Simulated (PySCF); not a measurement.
# Where the electron goes

Compound: SiHF3.
Geometry (PBE0-D3(BJ)/def2-SVP, Å), atoms numbered from 1 in this order:
```xyz
5
F3HSi angstrom
Si     0.007    0.000    0.049
H      0.224    0.009    1.500
F      1.399    0.007   -0.737
F     -0.825    1.285   -0.411
F     -0.805   -1.301   -0.401
```

The calculation used TDDFT CAM-B3LYP/def2-SVPD, vertical, gas phase, core orbitals frozen in the response in PySCF 2.14.0, density-fitted response routines.

Frontier orbitals with the atoms that hold most of them (Löwdin shares over 4%, at most four atoms; ? is withheld):

```tsv
orbital	ε (eV)	atoms
LUMO+2	1.50	Si1 34%, H2 24%, F3 14%, F5 14%
LUMO+1	1.50	Si1 34%, H2 24%, F4 14%, F5 14%
LUMO	?	Si1 67%, F4 10%, F3 10%, F5 10%
HOMO	-12.96	?
HOMO-1	-14.02	?
HOMO-2	-14.45	F3 50%, F5 36%, F4 10%
HOMO-3	-14.45	F4 54%, F5 28%, F3 14%
```

Q: Give the leading atoms of the HOMO-1.

A: F3 (bonded to Si) 33%; F5 (bonded to Si) 33%; F4 (bonded to Si) 33%.

Q: Give the leading atoms of the HOMO.

A: H2 (bonded to Si) 32%; Si1 (bonded to 3 F and H) 28%; F4 (bonded to Si) 13%; F5 (bonded to Si) 13%. By element: hydrogen 32%, silicon 28%, fluorine 26% or more.

Q: What is the LUMO energy, and the HOMO–LUMO gap?

A: ε(LUMO) = 1.09 eV; the gap is 14.05 eV (0.5165 hartree).

Within 0.005 eV of a neighbour in this list lie HOMO-3/HOMO-2 and LUMO+1/LUMO+2 (point group found: C3v); within a degenerate set the shares of single atoms can hang on how the components are chosen.

Q: How does S1 compare with the orbital gap of 14.05 eV?

A: S1 is at 10.66 eV (f = 0.102), 3.39 eV below the gap, made of HOMO→LUMO+1/LUMO+2 (≥92%). S1/S2 lie within about 0.01 eV of each other. Its leading pair isn't HOMO and LUMO; the energies of that pair differ by 14.46 eV. 

Q: One configuration dominates each of S3 and S4. Which, and how do the shares of the two leading atoms of either orbital change from the occupied to the empty one?

A: 
- S3 (11.06 eV, f 0.122), HOMO→LUMO (94%): H2 32% → at most 5%, Si1 28% → 67%, F4 13% → 10%
- S4 (11.39 eV, f 0.0000), HOMO-1→LUMO (80%): F3 33% → 10%, F5 33% → 10%, Si1 at most 1% → 67%, F4 33% → 10%

Orbitals of the list HOMO-3 to LUMO+2 that lie within 0.01 eV of each other are written together with a slash and their weights summed (≥ marks a lower bound); for degenerate orbitals outside that list single weights are arbitrary.

Löwdin shares depend on the basis, the more so with diffuse functions.
